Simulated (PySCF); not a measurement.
**Ionisation energy of Ge²⁺ by level of theory**

Ge²⁺ [Ar] 3d10 4s2 (1S) → Ge³⁺ [Ar] 3d10 4s1 (2S), as a difference of total energies. All numbers are calculated (PySCF 2.14, the spin-free X2C one-electron Hamiltonian (Gaussian nucleus), in aug-cc-pVDZ-DK (6s5p3d, 36 functions)). Correlated levels: valence: [Ar] 3d10 frozen. The calculations carry no spin-orbit coupling.

```csv
method,ionisation energy (eV),error (eV)
UHF,32.267,-1.791
LDA,34.849,+0.791
PBE,34.444,+0.386
PBE0,34.094,+0.036
r2SCAN,34.092,+0.034
BHandHLYP,34.003,-0.055
M06-L,34.168,+0.110
r2SCANh,34.016,-0.042
TPSSh,34.010,-0.048
MP2 (valence),32.966,-1.092
SCS-MP2 (valence),33.106,-0.952
```

Reference: 34.058 eV (measured; NIST Atomic Spectra Database, ionization energies).

Errors of the correlated levels include the incompleteness of this basis and the frozen core.

MP2 underrates the near-degeneracy of ns² with np² in the lower species.
